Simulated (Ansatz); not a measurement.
# Energy profile

The step: SiH₄O₂ ([OH][SiH2][OH]) + H₂ → SiH₄O ([OH][SiH3]) + H₂O; bonds formed: Si1–H7, O2–H6; bonds broken: Si1–O2, H6–H7 (atoms numbered as in the saddle structure below).

```csv
atom,x (Å),y (Å),z (Å)
Si1,-0.4410,-0.0925,0.2378
O2,1.2707,-0.8213,0.0530
H3,-0.9963,-1.1494,-0.6863
H4,-1.0512,-0.4534,1.5413
O5,-0.9124,1.2637,-0.5891
H6,1.3871,0.1815,0.5518
H7,0.6701,0.9341,1.0323
H8,1.6054,-0.9269,-0.8457
H9,-1.5324,1.0641,-1.2951
```

Electronic energies by CCSD(T) at an estimated basis limit (MP2 extrapolated from triple and quadruple zeta, plus CCSD(T) − MP2 in triple zeta), on PBE0-D4/def2-TZVP structures; SiH6O2, singlet; no counterpoise correction. Program: Ansatz 0.2.0. Basis: def2-TZVPP and def2-QZVPP. Cores are frozen in the correlated methods. Extrapolation: Hartree–Fock as exp(−7.88 √X), correlation as X^−2.97.

(1) Give the profile in kJ/mol, counted from the separated reactants. (To be estimated.)

The T1 diagnostic stays at or below 0.012.

Results:

(1) The calculation gives:
```csv
point,kJ/mol
"separated: SiH4O2 (linked as [OH][SiH2][OH]; Si1, O2, H3, H4, O5, H8, H9; singlet) + H2 (H6, H7; singlet)",0.0
start structure,-2.3
saddle,236.7
end structure,77.8
"separated: SiH4O (linked as [OH][SiH3]; Si1, H3, H4, O5, H7, H9; singlet) + H2O (O2, H6, H8; singlet)",88.3
```

For scale, one of the runs: CCSD(T)/def2-TZVPP, 188 basis functions, launched by `ansatz run in.yaml --threads 2 --pin off --events-out ev --progress --plain --max-ram 4352MiB`. Time: 46 s of wall clock on 2 CPU threads; the host was shared. Peak host memory: 2 GiB.
